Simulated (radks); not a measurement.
The numbers below are computed, except where a source is named.
Q: A nucleus of charge 81.3 with 79 electrons, 79 electrons, occupied as [Xe] 4f14 5d10 6s1. Level of theory: scalar-relativistic Kohn-Sham, PBE, spin-polarised, spherical densities, point nucleus; open shells are filled with parallel spins first (spin-orbit coupling, left out, can overturn this in heavy ions) (a radial shooting solver on a logarithmic mesh with Libxc functionals). Some entries of the table are withheld. Estimate them.

| orbital | occ. | eigenvalue (Ry) | <r> (bohr) |
|---|---|---|---|
| 1s up | 1 | -6350.622 | 0.01623 |
| 1s down | 1 | -6350.620 | 0.01623 |
| 2s up | 1 | -1133.513 | 0.06839 |
| 2s down | 1 | -1133.512 | 0.06839 |
| 2p up | 3 | -974.1500 | 0.06207 |
| 2p down | 3 | -974.1492 | 0.06207 |
| 3s up | 1 | -272.1984 | 0.1766 |
| 3s down | 1 | -272.1973 | 0.1766 |
| 3p up | 3 | -226.3949 | 0.1784 |
| 3p down | 3 | -226.3938 | 0.1784 |
| 3d up | 5 | -179.2218 | 0.1617 |
| 3d down | 5 | -179.2209 | 0.1617 |
| 4s up | 1 | -62.21434 | 0.3893 |
| 4s down | 1 | -62.21264 | 0.3893 |
| 4p up | 3 | -47.20518 | 0.4153 |
| 4p down | 3 | -47.20320 | 0.4153 |
| 4d up | 5 | -29.69441 | 0.4371 |
| 4d down | 5 | -29.69206 | 0.4371 |
| 5s up | 1 | -11.45511 | 0.8700 |
| 5s down | 1 | -11.45117 | 0.8698 |
| 4f up | 7 | (1) | (2) |
| 4f down | 7 | (3) | (4) |
| 5p up | 3 | -7.34775 | 0.9984 |
| 5p down | 3 | -7.34080 | 0.9969 |
| 5d up | 5 | -2.79375 | 1.339 |
| 5d down | 5 | -2.76682 | 1.329 |
| 6s up | 1 | -2.15395 | (5) |
| 6s down | 0 | -2.08447 | (6) |

A: 
(1) 4f up eigenvalue (Ry): -10.33092
(2) 4f up <r> (bohr): 0.4634
(3) 4f down eigenvalue (Ry): -10.32831
(4) 4f down <r> (bohr): 0.4634
(5) 6s up <r> (bohr): 2.212
(6) 6s down <r> (bohr): 2.213
